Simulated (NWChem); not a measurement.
System: BP₂H₅O; SMILES OB(P)P

Excerpt of the output:

```
             Northwest Computational Chemistry Package (NWChem) 7.3.0
             --------------------------------------------------------

                             Geometry "geometry" -> ""
                             -------------------------

 Output coordinates in angstroms (scale by  1.889725989 to convert to a.u.)

  No.       Tag          Charge          X              Y              Z
 ---- ---------------- ---------- -------------- -------------- --------------
    1 B                    5.0000     0.45087400    -0.03588300    -0.00316000
    2 O                    8.0000     1.81281400    -0.12467900    -0.04245200
    3 H                    1.0000     2.26230000     0.73821400    -0.10661800
    4 P                   15.0000    -0.53322100    -1.70221200    -0.05654900
    5 H                    1.0000    -1.57734300    -1.30535600     0.84729700
    6 H                    1.0000     0.24169400    -2.40598800     0.92837500
    7 P                   15.0000    -0.50480300     1.65341000     0.10399000
    8 H                    1.0000    -1.58039300     1.28238600    -0.77171700
    9 H                    1.0000     0.24033900     2.35788800    -0.90938800

 Effective nuclear repulsion energy (a.u.)     188.1684293066

  xc_inp: hfexch multiplicative factor not found.

                                 NWChem DFT Module
                                 -----------------

 Summary of "ao basis" -> "ao basis" (spherical)
 ------------------------------------------------------------------------------
       Tag                 Description            Shells   Functions and Types
 ---------------- ------------------------------  ------  ---------------------
 B                           6-31g*                  6       14   3s2p1d
 O                           6-31g*                  6       14   3s2p1d
 H                           6-31g*                  2        2   2s
 P                           6-31g*                  8       18   4s3p1d

            General Information
            -------------------
          SCF calculation type: DFT
          Wavefunction type:  closed shell.
          No. of atoms     :     9
          No. of electrons :    48
           Alpha electrons :    24
            Beta electrons :    24
          Charge           :     0
          Spin multiplicity:     1
          Use of symmetry is: off; symmetry adaption is: off
          Maximum number of iterations: 150
          AO basis - number of functions:    74
                     number of shells:    38
          Convergence on energy requested:  1.00D-06
          Convergence on density requested:  1.00D-05
          Convergence on gradient requested:  5.00D-04

              XC Information
              --------------
                     Hartree-Fock (Exact) Exchange  1.000

      Superposition of Atomic Density Guess
      -------------------------------------

 Sum of atomic energies:        -783.03185715

      Non-variational initial energy
      ------------------------------

 Total energy =    -784.408222
 1-e energy   =   -1455.366684
 2-e energy   =     482.790033
 HOMO         =      -0.258941
 LUMO         =       0.038791

     ---------------------------------------------
      Total Density - Mulliken Population Analysis
     ---------------------------------------------

    Atom       Charge   Shell Charges
 -----------   ------   -------------------------------------------------------
    1 B    5     4.51   2.00  0.58  1.01  0.46  0.38  0.07
    2 O    8     8.86   2.00  0.93  3.11  0.88  1.92  0.01
    3 H    1     0.46   0.35  0.11
    4 P   15    15.31   2.00  2.00  5.98  1.20  2.38  0.54  1.15  0.06
    5 H    1     0.89   0.43  0.46
    6 H    1     0.89   0.43  0.46
    7 P   15    15.31   2.00  2.00  5.98  1.20  2.37  0.54  1.16  0.06
    8 H    1     0.89   0.43  0.46
    9 H    1     0.89   0.43  0.46

   convergence    iter        energy       DeltaE   RMS-Dens  Diis-err
 ---------------- ----- ----------------- --------- --------- ---------
 d= 0,ls=0.0,diis     1   -783.8511239669 -9.72D+02  7.43D-03  4.37D-01
 d= 0,ls=0.0,diis     2   -783.9118574578 -6.07D-02  2.96D-03  1.21D-01
 d= 0,ls=0.0,diis     3   -783.9250262712 -1.32D-02  1.58D-03  7.32D-03
 d= 0,ls=0.0,diis     4   -783.9268095332 -1.78D-03  4.85D-04  2.74D-04
 d= 0,ls=0.0,diis     5   -783.9269180116 -1.08D-04  1.49D-04  2.33D-05
  Resetting Diis
 d= 0,ls=0.0,diis     6   -783.9269285472 -1.05D-05  4.90D-05  2.54D-06
 d= 0,ls=0.0,diis     7   -783.9269296198 -1.07D-06  8.91D-06  1.81D-07
 d= 0,ls=0.0,diis     8   -783.9269297079 -8.82D-08  6.53D-06  4.51D-08

         Total DFT energy =     -783.926929707913
      One electron energy =    -1458.054626707841
           Coulomb energy =      545.180483255280
    Exchange-Corr. energy =      -59.221215561982
 Nuclear repulsion energy =      188.168429306629

 Numeric. integr. density =        0.000000000000

                       DFT Final Molecular Orbital Analysis
                       ------------------------------------

 Vector   22  Occ=2.000000D+00  E=-4.497901D-01
              MO Center= -4.2D-02,  2.2D-02,  2.2D-02, r^2= 4.2D+00
   Bfn.  Coefficient  Atom+Function         Bfn.  Coefficient  Atom+Function
  ----- ------------  ---------------      ----- ------------  ---------------
    61      0.275589  7 P  pz                39      0.251890  4 P  pz
     4      0.217920  1 B  py                38     -0.191807  4 P  py
    58      0.187334  7 P  s                 60     -0.170624  7 P  py
    19     -0.161821  2 O  pz                36     -0.156943  4 P  s
    74     -0.155800  9 H  s                 52      0.143362  6 H  s

 Vector   23  Occ=2.000000D+00  E=-3.749954D-01
              MO Center= -5.3D-01,  5.8D-01,  1.3D-01, r^2= 4.9D+00
   Bfn.  Coefficient  Atom+Function         Bfn.  Coefficient  Atom+Function
  ----- ------------  ---------------      ----- ------------  ---------------
    61      0.375134  7 P  pz                39     -0.289638  4 P  pz
    65      0.250827  7 P  pz                58      0.238807  7 P  s
    60      0.221108  7 P  py                62      0.204352  7 P  s
    36      0.200916  4 P  s                 43     -0.180762  4 P  pz
    64      0.148803  7 P  py                40      0.146654  4 P  s

 Vector   24  Occ=2.000000D+00  E=-3.581335D-01
              MO Center= -3.8D-01, -7.2D-01, -1.0D-01, r^2= 4.3D+00
   Bfn.  Coefficient  Atom+Function         Bfn.  Coefficient  Atom+Function
  ----- ------------  ---------------      ----- ------------  ---------------
    38      0.319580  4 P  py                39      0.294499  4 P  pz
     4     -0.250845  1 B  py                60      0.251881  7 P  py
    43      0.217941  4 P  pz                40     -0.172010  4 P  s
    37      0.170988  4 P  px                42      0.169936  4 P  py
    36     -0.165710  4 P  s                 61      0.135460  7 P  pz

 Vector   25  Occ=0.000000D+00  E= 1.181496D-01
              MO Center=  2.1D-01,  9.2D-02,  1.0D-03, r^2= 3.8D+00
   Bfn.  Coefficient  Atom+Function         Bfn.  Coefficient  Atom+Function
  ----- ------------  ---------------      ----- ------------  ---------------
     9      0.655447  1 B  pz                74      0.421543  9 H  s
    52     -0.376992  6 H  s                  5      0.350540  1 B  pz
    64     -0.307794  7 P  py                72      0.300277  8 H  s
    23     -0.295884  2 O  pz                62     -0.241348  7 P  s
    42     -0.237165  4 P  py                40      0.214220  4 P  s

 Vector   26  Occ=0.000000D+00  E= 1.435349D-01
              MO Center= -2.9D-02,  9.8D-01,  5.6D-02, r^2= 5.5D+00
   Bfn.  Coefficient  Atom+Function         Bfn.  Coefficient  Atom+Function
  ----- ------------  ---------------      ----- ------------  ---------------
    63      0.981496  7 P  px                72      0.888107  8 H  s
     6     -0.812593  1 B  s                 42      0.422671  4 P  py
    74     -0.415598  9 H  s                  7      0.411698  1 B  px
    20     -0.411909  2 O  s                 30      0.384086  3 H  s
    50      0.276370  5 H  s                 41      0.233035  4 P  px

 Vector   27  Occ=0.000000D+00  E= 1.607663D-01
              MO Center= -5.7D-01, -9.2D-02,  8.4D-02, r^2= 6.3D+00
   Bfn.  Coefficient  Atom+Function         Bfn.  Coefficient  Atom+Function
  ----- ------------  ---------------      ----- ------------  ---------------
    50      0.884951  5 H  s                 64     -0.849451  7 P  py
    41      0.831438  4 P  px                74      0.715496  9 H  s
     6     -0.630608  1 B  s                 63     -0.484193  7 P  px
    72     -0.448448  8 H  s                 52     -0.292536  6 H  s
     7      0.256434  1 B  px                65      0.248486  7 P  pz

     ---------------------------------------------
      Total Density - Mulliken Population Analysis
     ---------------------------------------------

    Atom       Charge   Shell Charges
 -----------   ------   -------------------------------------------------------
    1 B    5     4.70   2.00  0.54  1.28  0.38  0.40  0.09
    2 O    8     8.72   2.00  0.89  2.90  0.95  1.95  0.02
    3 H    1     0.53   0.45  0.08
    4 P   15    15.01   2.00  2.00  5.98  1.15  2.37  0.55  0.87  0.11
    5 H    1     1.01   0.49  0.52
    6 H    1     0.99   0.49  0.50
    7 P   15    15.03   2.00  2.00  5.98  1.14  2.37  0.55  0.88  0.11
    8 H    1     1.00   0.49  0.50
    9 H    1     1.02   0.49  0.52

     -------------------------------------------
      Total Density - Lowdin Population Analysis
     -------------------------------------------

    Atom       Charge   Shell Charges
 -----------   ------   -------------------------------------------------------
    1 B    5     5.17   1.98  0.46  1.22  0.39  0.91  0.21
    2 O    8     8.32   1.99  0.83  2.76  0.66  2.03  0.04
    3 H    1     0.65   0.43  0.21
    4 P   15    14.96   2.00  1.99  5.90  0.90  2.15  0.54  1.37  0.12
    5 H    1     0.99   0.49  0.50
    6 H    1     0.98   0.48  0.49
    7 P   15    14.97   2.00  1.99  5.90  0.90  2.15  0.54  1.38  0.12
    8 H    1     0.98   0.49  0.49
    9 H    1     0.99   0.49  0.50

     Multipole analysis of the density
     ---------------------------------

     L   x y z        total         alpha         beta         nuclear
     -   - - -        -----         -----         ----         -------
     0   0 0 0     -0.000000    -24.000000    -24.000000     48.000000

     1   1 0 0      0.398417     -0.531283     -0.531283      1.460983
     1   0 1 0      0.591463      1.468999      1.468999     -2.346535
     1   0 0 1     -0.038293     -0.344319     -0.344319      0.650345

     2   2 0 0    -29.007107    -95.948616    -95.948616    162.890125
     2   1 1 0      2.729750     -0.230752     -0.230752      3.191253
     2   1 0 1     -0.183941      2.247339      2.247339     -4.678620
     2   0 2 0    -32.736538   -194.639359   -194.639359    356.542181
     2   0 1 1     -3.203332      2.837894      2.837894     -8.879119
     2   0 0 2    -31.655647    -21.609977    -21.609977     11.564307

                     NWChem Electrostatic Potential Fit Module
                     -----------------------------------------

 Atom parameters

 Number of atoms is                                    9
 Number of basis functions is                         74

 Grid parameters

 Maximum number of grid points is                  39587
 Number of grid points is                          39586
 Grid range                                     0.300000 nm
 Grid spacing                                   0.020000 nm
 Probe radius                                   0.070000 nm
 Atom radius factor                             1.000000

 Atomic radii

    1    0.100000
    5    0.158000
    8    0.136000
   15    0.180000
 FASTESP  F
  using M.O. file = ./job.movecs

    Atom              Coordinates                           Charge

                                                  ESP

    1 B     0.045087   -0.003588   -0.000316    0.699500
    2 O     0.181281   -0.012468   -0.004245   -0.698845
    3 H     0.226230    0.073821   -0.010662    0.431763
    4 P    -0.053322   -0.170221   -0.005655   -0.392628
    5 H    -0.157734   -0.130536    0.084730    0.087799
    6 H     0.024169   -0.240599    0.092838    0.104275
    7 P    -0.050480    0.165341    0.010399   -0.413293
    8 H    -0.158039    0.128239   -0.077172    0.112017
    9 H     0.024034    0.235789   -0.090939    0.069410
                                            ------------
                                                0.000000

 Dipole moment                                  0.664623

 Quadrupole moment Qxx                          2.678591
                   Qyy                         -6.839115
                   Qzz                          4.160524

 RMS deviation kJ/mol                           0.107717

 RRMS %                                        44.137389
```

Level: Hartree-Fock/6-31G* (spherical d). Geometry: optimised at PBE-D3(BJ)/def2-SVP.

Task: Write an input that gives this output.

Result: This is not unique; one that fits is the input that was run:
```
start job
memory heap 200 mb stack 900 mb global 1100 mb
geometry units angstroms noautosym nocenter noautoz
  B      0.450874    -0.035883    -0.003160
  O      1.812814    -0.124679    -0.042452
  H      2.262300     0.738214    -0.106618
  P     -0.533221    -1.702212    -0.056549
  H     -1.577343    -1.305356     0.847297
  H      0.241694    -2.405988     0.928375
  P     -0.504803     1.653410     0.103990
  H     -1.580393     1.282386    -0.771717
  H      0.240339     2.357888    -0.909388
end
basis spherical
  B library 6-31g*
  O library 6-31g*
  H library 6-31g*
  P library 6-31g*
end
dft
  xc hfexch
  iterations 150
  mulliken
end
task dft energy
esp
  recalculate
  probe 0.07
  range 0.3
  factor 1.0
  spacing 0.02
end
task esp
```
